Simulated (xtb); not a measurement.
Harmonic IR lines of one isomer of C$_{2}$H$_{10}$Si$_{2}$, unscaled. Computed with GFN2-xTB (xtb 6.7.1).

wavenumber (cm⁻¹): 517 (w), 548 (w), 702 (vw), 784 (vs), 796 (m), 1067 (w), 2247 (s), 2252 (m), 2260 (s), 2959 (w), 2972 (w)

Question: Say which structure gives these lines.
A. `C[SiH2][SiH2]C`
B. `C[SiH2]C[SiH3]`
C. `[SiH3]CC[SiH3]`
D. `CC([SiH3])[SiH3]`

Answer: C, `[SiH3]CC[SiH3]`
